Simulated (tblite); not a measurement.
Compound: C3H7BO2.
Atom-mapped SMILES: `[CH3:1][B:2]1[O:3][CH2:4][CH2:5][O:6]1` (hydrogens: H7, H8, H9 on C1; H10, H11 on C4; H12, H13 on C5)

Computed with GFN2-xTB (tblite), gas phase: Langevin dynamics at 200 K from the optimised GFN2-xTB geometry, time step 0.5 fs, friction 0.01 fs⁻¹, 2000 steps.

Start geometry:
```
atom  x, y, z in Å
C1      2.212    0.153    0.379
B2      0.659    0.039    0.120
O3      0.094   -0.845   -0.757
C4     -1.307   -0.670   -0.755
C5     -1.561    0.466    0.265
O6     -0.279    0.819    0.738
H7      2.421    0.500    1.385
H8      2.709   -0.799    0.226
H9      2.661    0.866   -0.309
H10    -1.783   -1.610   -0.460
H11    -1.633   -0.403   -1.765
H12    -2.024    1.344   -0.196
H13    -2.174    0.139    1.111
```

The statistics below take the 31 frames saved every 25 fs from 250 to 1000 fs; their kinetic temperature (all 3N coordinates) averages 196 K.

Question: How do the bond lengths spread?

Answer: 
```json
{"bond": "C1–B2", "start (Å)": "1.579", "mean (Å)": "1.568", "standard deviation (Å)": "0.020", "shortest (Å)": "1.531", "longest (Å)": "1.605"}
{"bond": "B2–O3", "start (Å)": "1.367", "mean (Å)": "1.378", "standard deviation (Å)": "0.024", "shortest (Å)": "1.330", "longest (Å)": "1.424"}
{"bond": "O3–C4", "start (Å)": "1.412", "mean (Å)": "1.417", "standard deviation (Å)": "0.030", "shortest (Å)": "1.367", "longest (Å)": "1.485"}
{"bond": "C4–C5", "start (Å)": "1.548", "mean (Å)": "1.552", "standard deviation (Å)": "0.033", "shortest (Å)": "1.491", "longest (Å)": "1.623"}
{"bond": "C5–O6", "start (Å)": "1.412", "mean (Å)": "1.414", "standard deviation (Å)": "0.026", "shortest (Å)": "1.365", "longest (Å)": "1.477"}
{"bond": "B2–O6", "start (Å)": "1.367", "mean (Å)": "1.381", "standard deviation (Å)": "0.023", "shortest (Å)": "1.332", "longest (Å)": "1.426"}
{"bond": "C1–H7", "start (Å)": "1.085", "mean (Å)": "1.088", "standard deviation (Å)": "0.016", "shortest (Å)": "1.059", "longest (Å)": "1.129"}
{"bond": "C1–H8", "start (Å)": "1.085", "mean (Å)": "1.088", "standard deviation (Å)": "0.022", "shortest (Å)": "1.050", "longest (Å)": "1.135"}
{"bond": "C1–H9", "start (Å)": "1.087", "mean (Å)": "1.090", "standard deviation (Å)": "0.022", "shortest (Å)": "1.047", "longest (Å)": "1.129"}
{"bond": "C4–H10", "start (Å)": "1.094", "mean (Å)": "1.097", "standard deviation (Å)": "0.022", "shortest (Å)": "1.062", "longest (Å)": "1.144"}
{"bond": "C4–H11", "start (Å)": "1.094", "mean (Å)": "1.097", "standard deviation (Å)": "0.028", "shortest (Å)": "1.035", "longest (Å)": "1.156"}
{"bond": "C5–H12", "start (Å)": "1.094", "mean (Å)": "1.098", "standard deviation (Å)": "0.026", "shortest (Å)": "1.053", "longest (Å)": "1.154"}
{"bond": "C5–H13", "start (Å)": "1.094", "mean (Å)": "1.097", "standard deviation (Å)": "0.032", "shortest (Å)": "1.028", "longest (Å)": "1.158"}
```

Question: How far does each atom move about its mean position (frames aligned on the start, all atoms weighted alike), and what rms force does it feel?

Answer: 
```tsv
atom	rms displacement (Å)	rms force (eV/Å)
C1	0.04	1.41
B2	0.09	1.25
O3	0.18	1.31
C4	0.06	1.59
C5	0.07	1.75
O6	0.15	1.08
H7	0.29	0.57
H8	0.30	0.74
H9	0.29	0.77
H10	0.18	0.69
H11	0.16	0.97
H12	0.18	0.84
H13	0.15	1.03
```

The displacements run from 0.04 to 0.30 Å.

Question: How widely does the potential energy scatter, against a harmonic estimate?

Answer: Mean 0.27 eV above the start, standard deviation 0.047 eV, range 0.19 to 0.37 eV. For 33 classical harmonic modes at 200 K the canonical values are 33kT/2 = 0.28 eV and kT·√(33/2) = 0.070 eV.

The run is classical and short, so these are rough statistics of one trajectory.

What follows is the cost of the whole dynamics run. The run took 4.4 s wall on AMD EPYC 9R45, one thread, shared host with 96 logical CPUs at a one-minute load of 59, and the process peaked at 0.18 GiB of memory.
